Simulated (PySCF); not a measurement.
CH6NSbSi.
Geometry (PBE0-D3(BJ)/def2-SVP, Å), atoms numbered from 1 in this order:
```
atom  x, y, z in Å
N1     1.502   -1.127    0.160
C2     1.428    0.072   -0.264
Si3   -0.249    0.951   -0.063
Sb4   -1.654   -0.858    1.101
H5     2.436   -1.528    0.015
H6     2.290    0.591   -0.732
H7    -0.068    2.174    0.783
H8    -0.738    1.398   -1.405
H9    -1.788   -1.705   -0.384
H10   -3.108    0.009    0.770
```

Method: PySCF 2.14.0, PBE0-D3(BJ)/def2-SVP geometry optimisation, gas phase, def2 core potentials past Kr.

Task: Which atoms are bound to Sb4, and at what distances?

Result: 3 atoms: H9 1.715 Å, H10 1.725 Å, Si3 2.570 Å. The nearest atom not counted as bound is N1, at 3.30 Å.

Task: List the angles at Sb4.

Result: 
```json
{"angle": "Si3–Sb4–H10", "degrees": "91.2", "distance of the outer atoms (Å)": "3.12"}
{"angle": "H9–Sb4–H10", "degrees": "90.9", "distance of the outer atoms (Å)": "2.45"}
{"angle": "Si3–Sb4–H9", "degrees": "89.9", "distance of the outer atoms (Å)": "3.09"}
```

Task: What is the shape at Sb4?

Result: Pyramidal: angles 91.2°, 90.9° and 89.9°, sum 272.0°, 1.09 Å off the plane of its three neighbours.

Task: What are the other bond lengths?

Result: N1=C2 1.273 Å; C2–Si3 1.903 Å; N1–H5 1.027 Å; C2–H6 1.110 Å; Si3–H7, Si3–H8 1.497 Å.

Task: Give some angles away from the centre.

Result: N1–C2–Si3 116.8°, C2–Si3–Sb4 101.8°.

Task: What are the rotational constants (commonest isotopes, rigid rotor)?

Result: A = 5605, B = 1543, C = 1245 MHz: an asymmetric top.

Charge 0, singlet. Whether it is a minimum is left open (no frequencies).

One conformer stands for the species.
